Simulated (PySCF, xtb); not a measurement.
C₃H₆N₂Si, SMILES [SiH2]1C=NCN=C1. Other conformers were not sampled.

Harmonic wavenumbers (cm⁻¹) from GFN2-xTB run with xtb at its own minimum, in rising order: 67, 331, 343, 355, 465, 499, 533, 601, 677, 746, 760, 765, 807, 809, 945, 989, 1015, 1167, 1272, 1295, 1306, 1408, 1677, 1705, 2260, 2286, 2882, 2920, 2961, 2963.

Problem. What does PySCF 2.14.0 with B3LYP-D3(BJ)/def2-SVP give at its own minimum? (An estimate is asked for; the answer gives what the named calculation found.)

Solution. 66, 329, 369, 418, 434, 563, 639, 642, 653, 799, 829, 861, 911, 943, 959, 1000, 1028, 1294, 1335, 1363, 1368, 1389, 1694, 1712, 2214, 2217, 3020, 3031, 3032, 3046. Paired by order, the mean absolute difference is 58 cm⁻¹ and the zero-point energies are 52.6 and 54.6 kcal/mol.
